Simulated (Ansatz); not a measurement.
Cartesian coordinates in Å:
```
O -0.198 -0.456 1.341
Ga 0.254 0.195 -0.237
Cl 2.103 1.201 -0.403
Br -1.108 -0.041 -2.034
H -1.051 -0.899 1.333
```

The species carries charge 0 and has multiplicity 1.

(1) List the PBE/def2-TZVPP orbital energies in eV (Ansatz). (Best estimate.)

Results:

(1) Ansatz gave: Occupied: -13089.31, -10095.08, -2739.24, -1682.44, -1516.81, -1516.75, -1516.74, -1234.91, -1094.63, -1094.54, -1094.50, -510.82, -249.80, -229.22, -190.49, -190.33, -190.31, -171.39, -171.20, -171.17, -144.82, -99.43, -99.22, -99.13, -68.05, -68.00, -67.98, -67.84, -67.84, -25.21, -21.81, -21.53, -21.37, -21.31, -21.07, -20.04, -19.30, -12.86, -10.93, -9.53, -8.70, -8.61, -7.97, -7.95, -7.69, -7.56. Lowest empty: -2.59, -1.79, 0.05, 1.19, 1.77, 2.49, 3.55, 4.00.
